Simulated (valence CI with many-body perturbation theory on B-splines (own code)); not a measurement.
## Pr¹⁷⁺: calculated level list

Computed by relativistic CI+MBPT: six valence electrons over a frozen Dirac-Fock core [Kr], a basis of 7 s, 7 p, 8 d, 6 f, 4 g, 1 h functions for each j, with the one-electron correlation potential Σ1, the two-electron term Σ2, the three-electron term Σ3, Breit, model QED; selected CI, second order for the rest, scaled by the run's own slope (own B-spline code, finite nucleus).

No measured levels were compared; by estimate terms of the open shell hold to 2 to 4 % of their energy, and close levels can change places. Core correlation moves these levels by up to 10000 cm⁻¹, and in measured spectra 5 to 20 % of such shifts remained as error; rates that hang on mixing are uncertain with them. Among the levels kept, up to 1100 cm⁻¹ of a level comes from second order outside the variational space, and about a tenth of that is noise between levels of different J, which matters for small intervals. Only levels of the ground parity were solved; by the run's estimate the other parity begins above the list, which can be wrong where configurations are misplaced.

Levels 1 to 34 of 34, with energies above the lowest level, 4d⁶ ⁵D_4. "Leading %" is the weight of the configuration and term that name the level; weights of strongly mixed levels are sums over their largest components and can fall short. In the jj column 3d3/2^4 stands for four electrons in 3d with j = 3/2.

```
No.  Configuration  Term  J  E (eV)  Leading %              Leading jj  Second component
  1            4d⁶    ⁵D  4   0.000         71  4d3/2^4 4d5/2^2 (68 %)       22 % 4d⁶ ³F
  2            4d⁶    ⁵D  2   1.732         44  4d3/2^4 4d5/2^2 (72 %)       35 % 4d⁶ ³P
  3            4d⁶    ⁵D  3   2.683         86  4d3/2^3 4d5/2^3 (80 %)        8 % 4d⁶ ³F
  4            4d⁶    ⁵D  0   3.539         64  4d3/2^4 4d5/2^2 (40 %)       25 % 4d⁶ ³P
  5            4d⁶    ⁵D  1   3.672         74  4d3/2^3 4d5/2^3 (80 %)       19 % 4d⁶ ³P
  6            4d⁶    ³H  4   4.712         26  4d3/2^3 4d5/2^3 (66 %)       22 % 4d⁶ ³G
  7            4d⁶    ³G  5   6.081         52  4d3/2^3 4d5/2^3 (98 %)       46 % 4d⁶ ³H
  8            4d⁶    ³H  6   6.164         78  4d3/2^3 4d5/2^3 (94 %)       20 % 4d⁶ ¹I
  9            4d⁶    ⁵D  2   6.980         40  4d3/2^2 4d5/2^4 (42 %)       25 % 4d⁶ ³F
 10            4d⁶    ³F  3   7.335         42  4d3/2^3 4d5/2^3 (85 %)       34 % 4d⁶ ³G
 11            4d⁶    ³F  2   7.636         44  4d3/2^3 4d5/2^3 (57 %)       35 % 4d⁶ ³P
 12            4d⁶    ³H  4   9.237         50  4d3/2^2 4d5/2^4 (69 %)       21 % 4d⁶ ³F
 13            4d⁶    ³D  1   9.416         66  4d3/2^3 4d5/2^3 (73 %)       24 % 4d⁶ ³P
 14            4d⁶    ¹S  0   9.437         57  4d3/2^2 4d5/2^4 (59 %)       28 % 4d⁶ ⁵D
 15            4d⁶    ³D  2   9.814         58  4d3/2^3 4d5/2^3 (53 %)       25 % 4d⁶ ³P
 16            4d⁶    ³G  4   9.834         41  4d3/2^2 4d5/2^4 (50 %)       32 % 4d⁶ ³F
 17            4d⁶    ³H  5  10.265         52  4d3/2^2 4d5/2^4 (98 %)       46 % 4d⁶ ³G
 18            4d⁶    ³D  3  10.463         62  4d3/2^2 4d5/2^4 (49 %)       27 % 4d⁶ ³F
 19            4d⁶    ³P  0  10.604         95  4d3/2^3 4d5/2^3 (43 %)                  
 20            4d⁶    ³G  3  11.205         40  4d3/2^2 4d5/2^4 (82 %)       35 % 4d⁶ ³F
 21            4d⁶    ¹I  6  11.423         78  4d3/2^2 4d5/2^4 (94 %)       20 % 4d⁶ ³H
 22            4d⁶    ¹F  3  11.622         47  4d3/2^3 4d5/2^3 (72 %)       33 % 4d⁶ ³F
 23            4d⁶    ³P  1  12.664         70  4d3/2^2 4d5/2^4 (63 %)       26 % 4d⁶ ³D
 24            4d⁶    ¹G  4  13.345         65  4d3/2^2 4d5/2^4 (62 %)       23 % 4d⁶ ³F
 25            4d⁶    ¹D  2  13.413         50  4d3/2^2 4d5/2^4 (68 %)       25 % 4d⁶ ³P
 26            4d⁶    ³P  1  14.698         84    4d3/2 4d5/2^5 (53 %)       13 % 4d⁶ ⁵D
 27            4d⁶    ³F  2  15.869         84  4d3/2^2 4d5/2^4 (85 %)        7 % 4d⁶ ³D
 28            4d⁶    ³F  4  15.888         74  4d3/2^2 4d5/2^4 (62 %)       10 % 4d⁶ ³G
 29            4d⁶    ¹G  4  18.258         75    4d3/2 4d5/2^5 (45 %)       14 % 4d⁶ ³F
 30            4d⁶    ³P  2  18.431         64    4d3/2 4d5/2^5 (74 %)       18 % 4d⁶ ¹D
 31            4d⁶    ³F  3  18.608         52    4d3/2 4d5/2^5 (84 %)       27 % 4d⁶ ¹F
 32            4d⁶    ³P  0  19.030         55          4d5/2^6 (78 %)       37 % 4d⁶ ¹S
 33            4d⁶    ¹D  2  21.341         93  4d3/2^2 4d5/2^4 (82 %)                  
 34            4d⁶    ¹S  0  27.412         89  4d3/2^2 4d5/2^4 (74 %)        8 % 4d⁶ ³P
```

Names give the largest LS component (configuration and term), which can be under half, so a name can repeat, a term be missing and a line seem to break the LS rules; names also repeat where a configuration has a term twice.

Where two levels of one J and parity lie close, their mixing, g and order are uncertain.

The ionisation energy to 4d⁵ ⁶S5/2 of the next ion comes out as 479.5 eV (NIST: 478 ± 3 eV (theoretical)). All 34 levels together are meant to be complete up to 28.539 eV.
